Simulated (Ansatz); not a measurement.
Complex (SMILES): F (HF) with C#N (CH-N), atoms 1 to 2 the first; geometry from B3LYP-D3(BJ)/def2-TZVP, monomers rigid:
```xyz
5

F      0.9503     0.5484    -0.1025
H      0.2877     0.3564     0.5335
C     -1.8028    -0.2520     2.5405
N     -0.9963    -0.0166     1.7661
H     -2.5562    -0.4720     3.2639
```

The counterpoise-corrected interaction energy at MP2 with Ansatz (a first-principles code), in kcal/mol, split into its Hartree-Fock and correlation parts. Cores are frozen. No added dispersion term, no relativity. Functions are those of the species that has most. These sets lack the diffuse functions that weak bonds need.

```tsv
basis	X	functions	Hartree-Fock	MP2
cc-pVDZ	2	52	-5.34	-5.71
cc-pVTZ	3	118	-5.86	-6.94
cc-pVQZ	4	225	-6.02	-7.51
cc-pV5Z	5	383	-6.12	-7.82
```

Worked estimate of the basis-set limit from each neighbouring pair, with Hartree-Fock from the larger set and the correlation part extrapolated as X^-3.
Correlation parts: X = 2: -0.37, X = 3: -1.08, X = 4: -1.49, X = 5: -1.70.
- (2,3): (27·(-1.08) - 8·(-0.37))/19 = -1.38; with Hartree-Fock -5.86 the estimate is -7.24 kcal/mol.
- (3,4): (64·(-1.49) - 27·(-1.08))/37 = -1.79; with Hartree-Fock -6.02 the estimate is -7.81 kcal/mol.
- (4,5): (125·(-1.70) - 64·(-1.49))/61 = -1.92; with Hartree-Fock -6.12 the estimate is -8.04 kcal/mol.
The last two estimates differ by 0.23 kcal/mol; the largest set lies 0.22 from the last. Over the last step Hartree-Fock moves by -0.10 and the correlation part by -0.21.
